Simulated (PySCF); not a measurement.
Working with the constants of MgTe⁻

B97-3 constants of MgTe⁻, ²Σ⁺ (doublet), unpaired electrons σ ↑ (PySCF, scalar-relativistic core potentials, basis sets Mg aug-cc-pVDZ, Te aug-cc-pVDZ-PP with ECP28; masses 23.9850 and 129.9062 u):

```
ωe              : 315.7 cm⁻¹
ωexe            : 1.57 cm⁻¹
Be              : 0.12562 cm⁻¹
αe              : 0.000702 cm⁻¹
D (centrifugal) : 7.95e-08 cm⁻¹
De to Mg + Te⁻  : 1.53 eV
```

Question: Give the vibrational terms G(v) and spacings up to v = 6.

Answer: G(v) = ωe(v+½) − ωexe(v+½)².

```tsv
v	G(v) (cm⁻¹)	G(v) − G(v−1)	Bv (cm⁻¹)
0	157		0.1253
1	470	313	0.1246
2	779	309	0.1239
3	1086	306	0.1232
4	1389	303	0.1225
5	1689	300	0.1218
6	1986	297	0.1211
```

Question: How well does the Morse estimate ωe²/(4ωexe) reproduce De, and what is D0?

Answer: It gives 1.97 eV, 129 % of the computed De. D0 = De − G(0) = 1.53 − 0.02 = 1.51 eV.

Spin–orbit coupling is left out, which matters for elements this heavy, above all for dissociation energies. For an ion De counts to the pair picked by the measured ionisation energies or electron affinities, which need not be the lowest pair at this level. The state was picked by a PBE0 search and need not be the measured ground state.
